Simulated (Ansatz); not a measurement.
Cost and result for the atomization energy of C$_{3}$H$_{5}$F$_{2}$In, SMILES `C=C[CH2][In]([F])[F]` (11 atoms, 10 bonds).

Cartesian coordinates in Å:
```
C -0.422 0.971 1.302
C -0.896 -0.188 0.871
C -0.430 -0.976 -0.305
In 1.160 -0.014 -1.359
F 3.067 -0.216 -1.040
F 0.987 1.207 -2.862
H 0.401 1.490 0.810
H -0.831 1.466 2.175
H -1.720 -0.639 1.424
H -1.243 -1.138 -1.017
H -0.072 -1.963 0.000
```

Total charge 0; spin multiplicity 1. Correlated methods include outer-core shells of In, which these sets cover unevenly. In: def2 effective core potential. Geometry: relaxed with PBE0-D4/def2-TZVP. It is one conformer, not always the lowest. Program: Ansatz. All runs use 4 threads of an Intel Xeon Platinum 8488C on a shared host. Times are those of one run each, without the atoms' runs, and a repeat can differ threefold. Electronic energies, without spin–orbit coupling; frozen cores. CCSD(T)/CBS adds CCSD(T) − MP2 in def2-TZVPP to the MP2 limit, and its time is that of the two runs behind it. T1 = 0.015. With those shells the extrapolation isn't a true limit.

CCSD(T)/CBS is a level of theory with its own doubt, some kJ/mol a heavy atom from the limit and from the frozen cores, so smaller differences don't rank the functionals.

| level | functions | wall time |
| --- | --- | --- |
| BLYP-D4/def2-TZVPP | 275 | 1.8 s |
| PBE-D4/def2-TZVPP (with forces) | 275 | 2.2 s |
| PBE0-D4/def2-TZVPP | 275 | 2.8 s |
| BHLYP-D4/def2-TZVPP | 275 | 2.9 s |
| B2PLYP/def2-TZVPP | 275 | 6 s |
| PBE-QIDH/def2-TZVPP | 275 | 6 s |
| ωB97X-V/def2-TZVPP | 275 | 6.5 s |
| B97M-V/def2-TZVPP | 275 | 7 s |
| ωB97M-V/def2-TZVPP (with forces) | 275 | 9 s |
| CCSD(T)/def2-SVP | 121 | 11 s |
| MP2/def2-QZVPP | 517 | 22 s |
| CCSD(T)/def2-TZVPP | 275 | 4.5 min |
| CCSD(T)/CBS(def2) | – | 4.9 min |

Task: What atomization energy does each give, and how far from CCSD(T)/CBS? (Estimate.)

Result: The calculation gave: 
```csv
level,atomization (kJ/mol),difference from CCSD(T)/CBS,per bond
BLYP-D4/def2-TZVPP,4191.2,-25.5,-2.5
PBE-D4/def2-TZVPP (with forces),4305.8,89.1,8.9
PBE0-D4/def2-TZVPP,4202.2,-14.5,-1.4
BHLYP-D4/def2-TZVPP,4031.0,-185.7,-18.6
B2PLYP/def2-TZVPP,4150.1,-66.6,-6.7
PBE-QIDH/def2-TZVPP,4174.1,-42.6,-4.3
ωB97X-V/def2-TZVPP,4205.0,-11.7,-1.2
B97M-V/def2-TZVPP,4201.9,-14.8,-1.5
ωB97M-V/def2-TZVPP (with forces),4201.8,-14.9,-1.5
CCSD(T)/def2-SVP,3989.1,-227.6,-22.8
MP2/def2-QZVPP,4269.9,53.2,5.3
CCSD(T)/def2-TZVPP,4098.0,-118.7,-11.9
CCSD(T)/CBS(def2),4216.7,0.0,0.0
```

From BLYP to BHLYP (50 % exact exchange), in def2-TZVPP and without D4, the atomization energy moves by −141.4 kJ/mol: exact exchange takes away binding that semilocal exchange gives to molecules. In def2-TZVPP, CCSD(T) changes the Hartree–Fock value by +1057.0 kJ/mol (the triples alone add +74.6 kJ/mol) and MP2 by +1157.3 kJ/mol; breaking electron pairs costs correlation energy, which Hartree–Fock lacks. The D4 term adds +35.7 kJ/mol with B3LYP and +18.8 kJ/mol with PBE0; it sums over pairs of atoms, weighted by their polarisabilities, and B3LYP, whose exchange is more repulsive, gets the larger term.

B3LYP here is the variant with VWN-RPA as its local correlation; programs differ in this.

Spin–orbit coupling would lower the free In atoms strongly, and the atomization energy with them, by more than many differences here.
